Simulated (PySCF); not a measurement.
Level of theory: PBE/[B def2-TZVP, F def2-TZVP], no relativity, density fitting, PySCF. Open shells, if any, are unrestricted.

Problem. What shape and geometry does isolated singlet BF3 take (every ligand bound to B)?

Solution. Counting electrons, boron keeps none of its valence electrons outside its bonds, so the VSEPR class is AX3 and the expected shape is trigonal planar (D3h), as computed. The lowest minimum found is a singlet of D3h symmetry with B–F 1.325 Å (×3); F–B–F 120.0° (×3). Its harmonic wavenumbers are 457 (e'), 659 (a2''), 859 (a1'), 1412 (e') cm⁻¹ and its dipole moment is 0.00 D.
